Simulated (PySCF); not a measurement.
Identify the unknown among the candidates.

All candidates are C5H7BO2.

| technique | computed result |
| --- | --- |
| Polarisability | 85.9 au [B3LYP/def2-SVPD] |
| Valence photoelectron | vertical ionisation energy: 8.90 eV [ΔSCF B3LYP/def2-SVPD] |
| 1H NMR | chemical shifts (computed TMS as zero) by class: 5.45 (1 H), 3.60 (1 H), 3.58 (2 H), 2.03 (3 H) ppm [GIAO PBE0/pcSseg-1] |
| 13C NMR | chemical shifts (computed TMS as zero) by class: 148.8 (1 C), 136.7 (1 C), 97.4 (1 C), 85.7 (1 C), 31.6 (1 C) ppm [GIAO PBE0/pcSseg-1] |
| Rotational structure | rotational constants A, B, C: 3.155, 1.399, 0.975 GHz [PBE0-D3(BJ)/def2-SVP] |
| NMR, other nuclei | isotropic shieldings of nuclei other than C and H, by class: 75 (1 B), 214 (2 O) ppm [GIAO PBE0/pcSseg-1] |
| Couplings | largest of the computed one-bond spin–spin couplings (means over like bonds): 13C–1H +274.8, 13C–13C +200.8, 13C–1H +141.6, 13C–1H +135.4 (×3), 13C–13C +93.4, 13C–11B +90.7, 17O–1H -81.6 (×2), 13C–13C +71.7 Hz [B3LYP/pcJ-1, spin–dipole term left out for some pairs] |
| Dipole | 1.37 D [B3LYP/def2-SVPD] |
| Triplet | lowest triplet excitation (Tamm–Dancoff): 3.16 eV [TDA B3LYP/def2-SVPD] |

The electronic properties come from PySCF, for the isolated species, density fitting. Levels stand in brackets. Geometry: PBE0-D3(BJ)/def2-SVP, one conformer, isolated molecule. NMR classes are plain means over equivalent atoms (diastereotopic ones count apart unless rotation or inversion swaps them), as if these changed places fast.

Question: Which candidate is it?
A. `C/C=C/C#CB(O)O`
B. `CC1=CC/1=C/B(O)O`
C. `C#C/C(C)=C\B(O)O`
D. `C#CB(O)OC1CC1`

Answer: C. It is `C#C/C(C)=C\B(O)O`. Numbering: `[CH:1]#[C:2]/[C:3]([CH3:4])=[CH:5]\[B:6]([OH:7])[OH:8]`. 5 carbons fall into 5 classes; from least to most shielded: fully substituted alkene carbon [C3] (148.8 ppm), alkene CH carbon [C5] (136.7 ppm), terminal alkyne carbon [C1] (97.4 ppm), alkyne carbon [C2] (85.7 ppm), allylic carbon [C4] (31.6 ppm). Hydrogen classes from least to most shielded: 1 H on an alkene CH carbon, C5 (5.45 ppm), 1 H on a terminal alkyne carbon, C1 (3.60 ppm), 2 H on 2 boron-bound oxygens, O7/O8 (3.58 ppm), 3 H on an allylic carbon, C4 (2.03 ppm). The other shieldings belong to: 75 ppm, three-coordinate boron [B6]; 214 ppm, boron-bound oxygen [O7/O8]. The couplings run between: +274.8 Hz, terminal alkyne carbon [C1] and its hydrogen; +200.8 Hz, terminal alkyne carbon [C1] and alkyne carbon [C2]; +141.6 Hz, alkene CH carbon [C5] and its hydrogen; +135.4 Hz, allylic carbon [C4] and its hydrogen (with 2 like pairs); +93.4 Hz, alkyne carbon [C2] and fully substituted alkene carbon [C3]; +90.7 Hz, alkene CH carbon [C5] and three-coordinate boron [B6]; -81.6 Hz, boron-bound oxygen [O7] and its hydrogen (with 1 like pair); +71.7 Hz, fully substituted alkene carbon [C3] and alkene CH carbon [C5]. The first electron is taken from the HOMO, whose largest Löwdin shares are 0.27 on the alkene CH carbon, 0.22 on the terminal alkyne carbon, 0.18 on the fully substituted alkene carbon and 0.18 on the alkyne carbon. By its constants the optimised geometry is an asymmetric top.

The others, at the same levels:
- `C/C=C/C#CB(O)O` fails: its computed 13C shifts are 154.8 (1 C), 118.6 (1 C), 102.9 (1 C), 96.6 (1 C), 22.2 (1 C) ppm, 1H shifts are 6.49 (1 H), 5.63 (1 H), 2.89 (2 H), 1.91 (3 H) ppm and vertical ionisation energy is 8.57 eV (against 8.90 eV).
- `CC1=CC/1=C/B(O)O` fails: its computed 13C shifts are 159.9 (1 C), 142.8 (1 C), 134.2 (1 C), 63.7 (1 C), 14.4 (1 C) ppm, 1H shifts are 7.71 (1 H), 3.53 (1 H), 3.07 (2 H), 2.60 (3 H) ppm and vertical ionisation energy is 7.90 eV (against 8.90 eV).
- `C#CB(O)OC1CC1` fails: it has 4 carbon classes against 5; its computed 13C shifts are 98.2 (1 C), 85.4 (1 C), 50.9 (1 C), 7.9 (2 C) ppm, 1H shifts are 4.18 (1 H), 3.73 (1 H), 2.37 (1 H), 0.62 (2 H), 0.56 (2 H) ppm and vertical ionisation energy is 9.57 eV (against 8.90 eV).

Each candidate is one conformer, not necessarily the lowest. Dipoles, sizes and rotational constants follow the conformer. The torsions of the flexible species, by atom-mapped SMILES:
- `[CH:1]#[C:2]/[C:3]([CH3:4])=[CH:5]\[B:6]([OH:7])[OH:8]`: C3–C5–B6–O7 179°, H–O7–B6–C5 0°, H–O8–B6–C5 180°
- `[CH3:1]/[CH:2]=[CH:3]/[C:4]#[C:5][B:6]([OH:7])[OH:8]`: H–O7–B6–C5 180°, H–O8–B6–C5 -179°
- `[CH3:1][C:2]1=[CH:3][C:4]/1=[CH:5]/[B:6]([OH:7])[OH:8]`: C4–C5–B6–O7 -179°, H–O7–B6–C5 0°, H–O8–B6–C5 180°
- `[CH:1]#[C:2][B:3]([OH:4])[O:5][CH:6]1[CH2:7][CH2:8]1`: C2–B3–O5–C6 0°, B3–O5–C6–C7 146°, H–O4–B3–C2 180°
